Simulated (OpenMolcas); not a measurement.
An OpenMolcas run meant for Co6+ (ANO-RCC-VDZ, DKH2; inactive shells 1s 2s 2p 3s 3p; intended active space 3 electrons in 5 orbitals (3d)). One step of its input:

```
&CASPT2
Multistate=10 1 2 3 4 5 6 7 8 9 10
Frozen=2 3
IPEA=-0.25
Imaginary=0.1
MaxIter=60
WThr=0.0 0.3 0.05
PrWF=0.5
NoMix
```

The run finished. Its levels beside those of a sound run (SS-CASPT2, IPEA 0.25 Eh, imaginary shift 0.1 Eh (closed shells correlated: 3s 3p)), in cm⁻¹ above each run's lowest level:

```tsv
Level	This run	Usual run
3d³ ⁴F_3/2	0.0	0.0
3d³ ⁴F_5/2	716	715
3d³ ⁴F_7/2	1670	1668
3d³ ⁴F_9/2	2820	2820
3d³ ⁴P_1/2	21389	21636
3d³ ⁴P_3/2	21646	21895
3d³ ⁴P_5/2	22483	22731
3d³ ²G_7/2	24070	24575
3d³ ²G_9/2	25027	25527
3d³ ²D_3/2(1)	29812	30336
3d³ ²D_5/2(1)	31540	32095
3d³ ²P_1/2	33338	33640
3d³ ²H_9/2	34116	34429
3d³ ²H_11/2	34803	35111
```

Which setting is unsound, and how much does it matter here?

The IPEA shift is negative. Against the sound run the excited levels shown move by 290 cm-1 on average and by 550 cm-1 at most.

Term energies are means over components that CASPT2 splits; among the terms shown or strongly mixed into the levels shown the widest spread is 1800 cm-1 (3d³ ²H, the sound run). The CASPT2 spread within a term exceeds the gap to the next term for 3d³ ²P and 3d³ ²H, so the order of their levels is uncertain. The basis is small and was not contracted for so high a charge. Only configurations of the active space appear.

A number in round brackets counts repeated terms of one configuration in the order of the reference energies.
